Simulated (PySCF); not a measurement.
Molecule: C6H8OSi, SMILES O[SiH2]c1ccccc1, singlet. Atoms near the plane z = 0.0 Å, at the GFN2-xTB optimised geometry (x, y, z in Å): O1 (-0.6, -3.1, 0.4), Si2 (-1.5, -1.8, 0.0), C3 (-0.5, -0.2, 0.0), C4 (-1.2, 1.0, 0.0), C5 (-0.5, 2.2, 0.0), C6 (0.9, 2.2, 0.0), C7 (1.6, 1.0, 0.0), C8 (0.8, -0.2, 0.0), H10 (-2.6, -1.7, 0.9), H12 (-2.3, 1.0, 0.0), H13 (-1.0, 3.1, 0.0), H14 (1.5, 3.1, 0.0), H15 (2.6, 0.9, 0.0), H16 (1.4, -1.2, 0.0).

Computed with CAM-B3LYP/def2-TZVP (PySCF). Cells within 0.4 Å of a nucleus heavier than hydrogen are left out (blank, or x). The values are rescaled to run from 0 to 1.

```
|3333333333333333333333333|
|3333333333333333333333333|
|3333333344443344443333333|
|3333333445654445544333333|
|3333333469985589964333333|
|3333333479999999974333333|
|3333333469999999964333333|
|33333444699x99x9964433333|
|33334468999x99x9996543333|
|3333469999999999999954333|
|333346999xx9999xx99964333|
|3333459999999999999954333|
|33333457999x99x9976543333|
|33333469999x99x9954433333|
|3333348999999999954333333|
|3333359999999899964333333|
|33333599xx997579854333333|
|3222349999996334443333333|
|2222347999999223333333333|
|22223347999x9222333333333|
|2222233323994112333333333|
|2222222210000122233333333|
|2222222210000122233333333|
|2222222211111222233333333|
|2222222221112222233333333|
```
Scale: ten equal steps from 0.000 (start of '0') to 1.00 (end of '9'), in the order '0123456789'; x runs from -5.50 to 5.50, y from -5.50 (bottom) to 5.50 (top).

Task: Which quantity is mapped?
A) electrostatic potential
B) Laplacian of the electron density
C) log10 of the electron density
D) deformation density (molecule minus spherical neutral atoms)

Result: A, electrostatic potential. In full: electrostatic potential (hartree/e), clipped to [-0.08, 0.12].
